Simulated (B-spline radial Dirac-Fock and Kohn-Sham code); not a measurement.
# Core and valence levels of Tb²⁸⁺

System: Tb²⁸⁺ in the configuration 1s2 2s2 2p6 3s2 3p6 3d10 4s2 4p6 4d1; nuclear rms radius 5.06 fm (A = 159).

Level of theory: Dirac-Fock energy differences between relaxed states, corrected for Breit and QED terms; a radial finite-basis atomic code. Correlation energy is missing from these numbers. Energies are counted from the vacuum level.

All terms are in eV, carry their sign (relaxation lowers the binding energy) and add up to the binding energy; ⟨r⟩ is the mean radius of the orbital in the initial state.

```
subshell  −ε (Koopmans)  relaxation    Gaunt  retardation     QED  binding energy  ⟨r⟩ (bohr)
      1s        53287.5      -56.78  -164.97        14.57  -77.44         53002.9       0.022
      2s         9772.8      -23.95   -17.31         1.20  -10.63          9722.1       0.091
   2p1/2         9316.0      -27.88   -29.61         3.24    0.38          9262.1       0.076
   2p3/2         8566.9      -25.76   -20.94         4.15   -0.78          8523.6       0.083
      3s         2951.8       -5.86    -3.19         0.21   -2.41          2940.6       0.236
   3p1/2         2754.7       -6.49    -5.52         0.57    0.05          2743.3       0.226
   3p3/2         2593.7       -5.86    -3.75         0.79   -0.18          2584.7       0.238
   3d3/2         2260.2       -7.54    -2.31         0.20    0.22          2250.8       0.211
   3d5/2         2225.4       -7.26    -1.55         0.22    0.12          2216.9       0.215
      4s         1257.1       -0.77    -0.92         0.08   -0.69          1254.8       0.496
   4p1/2         1168.9       -0.83    -1.53         0.18    0.02          1166.8       0.498
   4p3/2         1123.4       -0.74    -1.04         0.25   -0.05          1121.8       0.517
      4d          992.3       -0.75    -0.45         0.08    0.05           991.2       0.519
```

For the deepest level, K (1s), the Breit terms make up -0.284 % of the binding energy, QED -0.146 % and orbital relaxation -0.107 %.

Spin-orbit splittings: 2p 738.5 eV, 3p 158.6 eV, 3d 33.85 eV, 4p 45.01 eV.

Going to the tabulated ground configuration of the next ion removes an electron from N4,5 (4d), computed at 991.2 eV. NIST lists 997 ± 4 eV as the ionisation energy of this species (theoretical), +5.77 eV from the computed value. Where a p, d or f shell is open in either ion the computed value averages over both j values and all terms, while the table refers to the lowest levels; that difference holds spin-orbit splitting (largest in heavy or highly charged ions), term energies where several electrons share open shells, and correlation, and it can reach 10 % or more.
